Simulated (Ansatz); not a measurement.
`N[Si@H](O)O[Si@@H](N)O` → 8 H• + 2 N• + 3 O• + 2 Si•  (atomization)

Calculated with Ansatz (gas phase, PBE0-D4/def2-TZVP geometries, no zero-point term in ΔE). CBS: MP2 limit from def2 TZ/QZ plus the TZ coupled-cluster correction, frozen cores. This one scheme is used for every species, atoms too. Functionals use def2-TZVPP. B3LYP here is the variant with VWN-RPA as its local correlation; programs differ in this. Open shells (•) are unrestricted, without spin–orbit coupling. Spin–orbit coupling would lower the free atoms: a little for O, Si. One conformer a species, not always the lowest.

`N[Si@H](O)O[Si@@H](N)O`:

Cartesian coordinates in Å:
```
N 2.211 -1.680 0.136
Si 0.627 -1.198 -0.264
O -0.459 -1.911 0.748
O 0.626 0.424 -0.119
Si -0.432 1.656 0.079
N -1.963 0.931 0.269
O -0.454 2.692 -1.187
H 2.533 -2.620 -0.019
H 2.960 -1.011 0.066
H 0.147 -1.587 -1.608
H -0.148 -2.034 1.648
H 0.061 2.493 1.191
H -2.801 1.473 0.391
H -2.041 0.005 0.660
H -0.866 2.368 -1.991
```

| level | ΔE (kJ/mol) | difference from CCSD(T)/CBS |
| --- | --- | --- |
| PBE-D4 | 5859.7 | 18.6 |
| r2SCAN-D4 | 5790.2 | -50.9 |
| B3LYP-D4 | 5799.9 | -41.2 |
| ωB97X-V | 5831.9 | -9.2 |
| ωB97M-V | 5837.6 | -3.5 |
| B2PLYP | 5743.8 | -97.3 |
| r2SCAN | 5780.7 | -60.4 |
| B3LYP | 5741.0 | -100.1 |
| MP2/def2-TZVPP | 5769.1 | -72.0 |
| SCS-MP2/def2-TZVPP | 5753.9 | -87.2 |
| CCSD/def2-TZVPP | 5553.6 | -287.5 |
| CCSD(T)/def2-TZVPP | 5640.2 | -200.9 |
| HF/def2-QZVPP | 4075.4 | -1765.7 |
| MP2/def2-QZVPP | 5890.9 | 49.8 |
| SCS-MP2/def2-QZVPP | 5890.9 | 49.8 |
| MP2/CBS(def2) | 5970.0 | 128.9 |
| CCSD(T)/CBS | 5841.1 | 0 |

Largest T1 diagnostic among the species: 0.012.

In def2-TZVPP, CCSD(T) changes the Hartree–Fock value by +1583.7 kJ/mol (the triples alone add +86.6 kJ/mol) and MP2 by +1712.6 kJ/mol; breaking electron pairs costs correlation energy, which Hartree–Fock lacks. From PBE to PBE0 (25 % exact exchange), in def2-TZVPP and without D4, ΔE moves by −118.2 kJ/mol: exact exchange takes away binding that semilocal exchange gives to molecules.

For atomizations the MP2-based limit and the directly extrapolated one differ by several kJ/mol either way, and by 10 to 25 for some Ge, Se and Sn compounds, so smaller differences from it don't rank the levels.
